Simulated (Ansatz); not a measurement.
System: SeF3 (charge +1, singlet). SMILES of the parent species: F[Se](F)F
Geometry from a B3LYP-D3(BJ)/def2-TZVP (Ansatz, a quantum-chemistry and plane-wave program) optimisation:
```
Se
F 1 1.6652
F 1 1.6652 2 97.43
F 1 1.6652 2 97.43 3 -98.54
```
Charge +1, spin multiplicity 1.

Q: Give the harmonic wavenumbers at B3LYP-D3(BJ)/def2-TZVP (Ansatz, finite differences of forces, unscaled).

A: 281, 281, 356, 789, 789, 806 cm⁻¹. Zero-point energy 4.7 kcal/mol.

Q: From these and the geometry, give the ideal-gas thermochemistry at 298.15 K and 1 atm (rigid rotor, harmonic oscillator).

A: Point group C3v, rotational symmetry number 3. Rotational constants 6.15, 6.15, 4.248 GHz. S(trans) 40.63, S(rot) 22.92, S(vib) 4.83, S(elec, spin only) 0.00, S 68.4 cal/(mol K). H(298) - H(0) 3.30 kcal/mol; G - E(el) -12.4 kcal/mol.
